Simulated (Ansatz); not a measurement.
The cluster Cu₂Te. The state is a singlet with charge 0. Geometry B3LYP-D4/def2-TZVP; atoms count from 1.

```
atom    x (Å)    y (Å)    z (Å)
 Cu1  -1.0406   0.9420   0.4832
 Cu2   1.3396   0.3785  -0.5156
 Te3  -0.2990  -1.3205   0.0324
```

In the def2 sets Te takes a core potential; there is no spin–orbit coupling. The structure comes from a short search, and lower isomers may exist.

Q: Estimate the Mulliken populations from the PBE0/def2-TZVP orbitals of Ansatz.

A: 
| atom | charge (e) | d electrons |
| --- | --- | --- |
| Cu1 | 0.18 | 9.89 |
| Cu2 | 0.18 | 9.89 |
| Te3 | -0.36 | – |
Mulliken values depend strongly on the basis.

Q: And the Mayer bond orders between heavy atoms (over 0.3)?

A: Cu1–Te3 1.08 (2.42 Å); Cu2–Te3 1.08 (2.42 Å).
